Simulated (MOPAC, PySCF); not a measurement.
C2H4N2, SMILES `N(/[H])=C\C=N\[H]` (N–C–C–N torsion 180°), neutral singlet in the gas phase. 

Cartesian coordinates (Å):
SMILES: [H]/N=C/C=N/[H]
```xyz
8

N      0.6092     1.4033     0.8580
C      0.3697     0.6236    -0.1183
C     -0.3697    -0.6236     0.1183
N     -0.6092    -1.4033    -0.8580
H      1.1281     2.2264     0.5461
H      0.6704     0.7934    -1.1602
H     -0.6704    -0.7934     1.1602
H     -1.1281    -2.2264    -0.5461
```
Charge 0, spin multiplicity 1.

All levels are single points at this geometry (r2SCAN-D4/def2-TZVP); Pople sets use spherical d functions. Orbital energies aren't observables, and empty levels follow the basis.

PM7 in MOPAC gives gap (eV) = 10.17.

Estimate the gap (eV) from each of these levels: PBE-D3(BJ)/def2-TZVP in PySCF; r2SCAN-D4/def2-TZVP in PySCF; B3LYP/3-21G in PySCF; B3LYP/6-311+G** in PySCF; PBE/6-31G* in PySCF; SVWN5/6-31G* in PySCF; HF/3-21G in PySCF; HF/6-31G* in PySCF; HF/STO-3G in PySCF; AM1 in MOPAC; PM3 in MOPAC; PM6 in MOPAC.


```
level                          gap (eV)
-----------------------------  --------
PBE-D3(BJ)/def2-TZVP in PySCF      3.57
r2SCAN-D4/def2-TZVP in PySCF       4.03
B3LYP/3-21G in PySCF               5.52
B3LYP/6-311+G** in PySCF           5.70
PBE/6-31G* in PySCF                3.61
SVWN5/6-31G* in PySCF              3.42
HF/3-21G in PySCF                 13.97
HF/6-31G* in PySCF                13.91
HF/STO-3G in PySCF                15.20
AM1 in MOPAC                      10.87
PM3 in MOPAC                      10.12
PM6 in MOPAC                      10.14
```
